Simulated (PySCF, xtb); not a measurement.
Ta(NMe)(F)2(OH) (CH₄F₂NOTa), SMILES C[N]=[Ta]([OH])([F])[F], multiplicity 1.

xtb with GFN2-xTB at its own geometry gives an orbital gap of 2.89 eV and a dipole moment of 4.29 D.

Coordinates come from a PBE-D3(BJ)/def2-SVP optimisation. The spin state was assumed, not searched. The def2 effective core potentials stand for the cores of Ta; spin–orbit coupling is left out. One conformer was computed; it need not be the lowest.

Question: What does PySCF with PBE/def2-TZVP give? (The exact figures need the calculation; the answer reports its results.)

Answer: gap 4.68 eV (levels -6.18 and -1.49 eV), dipole 2.57 D.
